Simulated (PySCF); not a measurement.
H2BFS (SMILES FBS), singlet, at a GFN2-xTB geometry; PySCF with M062X/cc-pVDZ, TDDFT.

The PySCF input:
```python
from pyscf import gto, scf, dft, tdscf

mol = gto.Mole()
mol.atom = '''
    B    -0.46052258   -0.51399257    0.39504089
    F     0.46286313   -1.21353899    1.01574194
    H    -1.58293574   -0.79676117    0.56581007
    S     0.05461388    0.81747405   -0.66460220
    H    -1.15404162    1.20899012   -1.04905674
'''
mol.basis = 'cc-pvdz'
mol.verbose = 4
mol.build()

mf = dft.RKS(mol)
mf.xc = 'm062x'
mf.kernel()
td = mf.TDDFT()
td.nstates = 15
td.kernel()
td.analyze()
```

### Question
Predict the main parts of the log of this PySCF run.

### Answer

```
PySCF version 2.14.0

[INPUT] verbose = 4
[INPUT] num. atoms = 5
[INPUT] num. electrons = 32
[INPUT] charge = 0
[INPUT] spin (= nelec alpha-beta = 2S) = 0
[INPUT] symmetry False subgroup None
[INPUT] Mole.unit = angstrom
[INPUT] Symbol           X                Y                Z      unit          X                Y                Z       unit  Magmom
[INPUT]  1 B     -0.460522580000  -0.513992570000   0.395040890000 AA   -0.870261550378  -0.971305187361   0.746519090104 Bohr   0.0
[INPUT]  2 F      0.462863130000  -1.213538990000   1.015741940000 AA    0.874684548859  -2.293256332581   1.919474079834 Bohr   0.0
[INPUT]  3 H     -1.582935740000  -0.796761170000   0.565810070000 AA   -2.991315021386  -1.505660397988   1.069226070821 Bohr   0.0
[INPUT]  4 S      0.054613880000   0.817474050000  -0.664602200000 AA    0.103205275800   1.544802068439  -1.255916139783 Bohr   0.0
[INPUT]  5 H     -1.154041620000   1.208990120000  -1.049056740000 AA   -2.180822598149   2.284660214105  -1.982429927729 Bohr   0.0

nuclear repulsion = 87.2751100516871
number of shells = 21
number of NR pGTOs = 107
number of NR cGTOs = 56
basis = cc-pvdz
ecp = {}

******** <class 'pyscf.dft.rks.RKS'> ********
method = RKS
initial guess = minao
damping factor = 0
level_shift factor = 0
DIIS = <class 'pyscf.scf.diis.CDIIS'>
diis_start_cycle = 1
diis_space = 8
diis_damp = 0
SCF conv_tol = 1e-09
SCF conv_tol_grad = None
SCF max_cycles = 50
direct_scf = True
direct_scf_tol = 1e-13
XC library pyscf.dft.libxc version 7.1.2
    S. Lehtola, C. Steigemann, M. J. T. Oliveira, and M. A. L. Marques,  SoftwareX 7, 1–5 (2018)
XC functionals = m062x
    Y. Zhao and D. G. Truhlar,  Theor. Chem. Acc. 120, 215 (2008)
    Y. Zhao and D. G. Truhlar,  Theor. Chem. Acc. 120, 215 (2008)
radial grids:
    Treutler-Ahlrichs [JCP 102, 346 (1995); DOI:10.1063/1.469408] (M4) radial grids

becke partition: Becke, JCP 88, 2547 (1988); DOI:10.1063/1.454033
pruning grids: <function nwchem_prune>
grids dens level: 3
symmetrized grids: False
atomic radii adjust function: <function treutler_atomic_radii_adjust>
small_rho_cutoff = 0
Set gradient conv threshold to 3.16228e-05
Initial guess from minao.
tot grids = 66808
init E= -524.348823032812
  HOMO = -0.336755548474525  LUMO = -0.0331637289326832  gap/eV = 8.26115
cycle= 1 E= -524.06229131268  delta_E= 0.287  |g|= 0.425  |ddm|= 1.92
  HOMO = -0.334677019756102  LUMO = 0.0134474502918671  gap/eV = 9.47295
cycle= 2 E= -524.062472629054  delta_E= -0.000181  |g|= 0.484  |ddm|= 0.622
  HOMO = -0.341799470088797  LUMO = 0.0207472489207703  gap/eV = 9.86540
cycle= 3 E= -524.101457213928  delta_E= -0.039  |g|= 0.0327  |ddm|= 0.317
  HOMO = -0.345816546829025  LUMO = 0.0230093316479083  gap/eV = 10.03626
cycle= 4 E= -524.101690639205  delta_E= -0.000233  |g|= 0.0129  |ddm|= 0.0392
  HOMO = -0.343290630241978  LUMO = 0.0226846429703222  gap/eV = 9.95869
cycle= 5 E= -524.101742531922  delta_E= -5.19e-05  |g|= 0.00258  |ddm|= 0.0157
  HOMO = -0.343685003891368  LUMO = 0.0229584889075989  gap/eV = 9.97688
cycle= 6 E= -524.101744673599  delta_E= -2.14e-06  |g|= 0.00071  |ddm|= 0.00325
  HOMO = -0.34369727711141  LUMO = 0.0228575795379564  gap/eV = 9.97447
cycle= 7 E= -524.101744846174  delta_E= -1.73e-07  |g|= 0.00014  |ddm|= 0.000891
  HOMO = -0.343681505894505  LUMO = 0.0228803589387967  gap/eV = 9.97466
cycle= 8 E= -524.10174485302  delta_E= -6.85e-09  |g|= 1.86e-05  |ddm|= 0.000162
  HOMO = -0.343686503074061  LUMO = 0.0228766028987684  gap/eV = 9.97469
cycle= 9 E= -524.101744853173  delta_E= -1.53e-10  |g|= 5.41e-06  |ddm|= 3.72e-05
  HOMO = -0.343684192268554  LUMO = 0.0228783487210382  gap/eV = 9.97467
Extra cycle  E= -524.101744853183  delta_E= -1.02e-11  |g|= 3.33e-06  |ddm|= 9.59e-06
converged SCF energy = -524.101744853183

******** <class 'pyscf.tdscf.rks.TDDFT'> for <class 'pyscf.dft.rks.RKS'> ********
nstates = 15 singlet
deg_eia_thresh = 1.000e-03
wfnsym = None
conv_tol = 1e-05
eigh lindep = 1e-12
eigh level_shift = 0
eigh max_cycle = 100

Excitation energies (eV)
[ 6.79742171  7.0597393   7.08043871  8.58161339  9.47555182  9.59145325
 10.34078487 10.58486319 11.07084332 11.20291334 11.60318923 11.78548865
 11.96832938 12.53399819 12.79074964]

** Singlet excitation energies and oscillator strengths **
Excited State   1:      6.79742 eV    182.40 nm  f=0.0000
      14 -> 17        0.11594
      15 -> 17       -0.66675
      16 -> 18        0.19332
Excited State   2:      7.05974 eV    175.62 nm  f=0.1306
      15 -> 19       -0.11044
      16 -> 17       -0.68451
Excited State   3:      7.08044 eV    175.11 nm  f=0.0019
      15 -> 17       -0.19018
      16 -> 18       -0.67225
Excited State   4:      8.58161 eV    144.48 nm  f=0.0450
      15 -> 18       -0.69250
Excited State   5:      9.47555 eV    130.85 nm  f=0.0001
      14 -> 17        0.63111
      15 -> 17        0.11279
      16 -> 19        0.27172
Excited State   6:      9.59145 eV    129.27 nm  f=0.0408
      14 -> 17       -0.27160
      16 -> 19        0.58763
      16 -> 20        0.22064
      16 -> 21        0.11883
Excited State   7:     10.34078 eV    119.90 nm  f=0.0000
      16 -> 19       -0.23182
      16 -> 20        0.64964
Excited State   8:     10.58486 eV    117.13 nm  f=0.0650
      10 -> 17        0.11120
      13 -> 17        0.68450
Excited State   9:     11.07084 eV    111.99 nm  f=0.1480
      14 -> 18        0.15919
      14 -> 20        0.15509
      15 -> 19        0.46254
      15 -> 20       -0.46699
Excited State  10:     11.20291 eV    110.67 nm  f=0.5492
      14 -> 18       -0.14859
      15 -> 19       -0.44021
      15 -> 20       -0.50857
Excited State  11:     11.60319 eV    106.85 nm  f=0.3005
      12 -> 17       -0.26314
      14 -> 18       -0.59673
      15 -> 19        0.21353
Excited State  12:     11.78549 eV    105.20 nm  f=0.0057
      11 -> 17        0.69459
Excited State  13:     11.96833 eV    103.59 nm  f=0.1282
      12 -> 17       -0.60804
      13 -> 18       -0.13646
      14 -> 18        0.25609
Excited State  14:     12.53400 eV     98.92 nm  f=0.0975
      12 -> 17       -0.13565
      13 -> 18        0.66125
Excited State  15:     12.79075 eV     96.93 nm  f=0.0199
      16 -> 20       -0.11178
      16 -> 21        0.66894

** Transition electric dipole moments (AU) **
state          X           Y           Z        Dip. S.      Osc.
  1        -0.0002      0.0105      0.0105      0.0002      0.0000
  2         0.1896      0.6630     -0.5287      0.7550      0.1306
  3         0.0084     -0.0521     -0.0902      0.0109      0.0019
  4        -0.1148      0.3441     -0.2870      0.2139      0.0450
  5         0.0001     -0.0103     -0.0125      0.0003      0.0001
  6        -0.0168      0.2637      0.3222      0.1736      0.0408
  7        -0.0014     -0.0072     -0.0066      0.0001      0.0000
  8        -0.0209      0.3161      0.3876      0.2505      0.0650
  9         0.4681      0.4545     -0.3462      0.5455      0.1480
 10        -0.8822     -0.8793      0.6706      2.0011      0.5492
 11        -0.4394      0.7083     -0.6019      1.0570      0.3005
 12         0.0076     -0.0899     -0.1075      0.0197      0.0057
 13         0.5114     -0.3107      0.2812      0.4371      0.1282
 14         0.4610     -0.2383      0.2198      0.3177      0.0975
 15         0.0115     -0.1588     -0.1952      0.0634      0.0199

** Transition velocity dipole moments (imaginary part, AU) **
state          X           Y           Z        Dip. S.      Osc.
  1         0.0001      0.0003     -0.0002      0.0000      0.0000
  2         0.0418      0.1621     -0.1291      0.0447      0.1148
  3         0.0025     -0.0206     -0.0317      0.0014      0.0037
  4        -0.0476      0.1133     -0.0951      0.0241      0.0510
  5         0.0004     -0.0084     -0.0103      0.0002      0.0003
  6        -0.0056      0.0890      0.1087      0.0198      0.0374
  7         0.0017     -0.0371     -0.0445      0.0034      0.0059
  8        -0.0089      0.1340      0.1643      0.0450      0.0772
  9         0.1986      0.1785     -0.1353      0.0896      0.1468
 10        -0.3985     -0.3958      0.3019      0.4067      0.6585
 11        -0.2168      0.3241     -0.2762      0.2283      0.3570
 12         0.0031     -0.0362     -0.0432      0.0032      0.0049
 13         0.2169     -0.1283      0.1164      0.0771      0.1168
 14         0.2337     -0.1193      0.1101      0.0810      0.1172
 15         0.0046     -0.0609     -0.0749      0.0093      0.0132

** Transition magnetic dipole moments (imaginary part, AU) **
state          X           Y           Z
  1        -1.2236      0.6742     -0.6155
  2        -0.0061      0.1003      0.1460
  3         0.0637      0.5128     -0.4108
  4         0.0211     -0.3256     -0.3987
  5        -0.1640      0.0280     -0.0321
  6         0.0893      0.0010      0.0048
  7        -0.3302     -0.2044      0.1462
  8        -0.7236     -0.7297      0.5577
  9        -0.0789      1.2004      1.4702
 10         0.0024     -0.0253     -0.0320
 11         0.0411     -0.6312     -0.7737
 12        -0.4085      0.2211     -0.2022
 13         0.0006      0.0026      0.0042
 14        -0.0239      0.3476      0.4262
 15         0.5084      0.0784     -0.0343
```
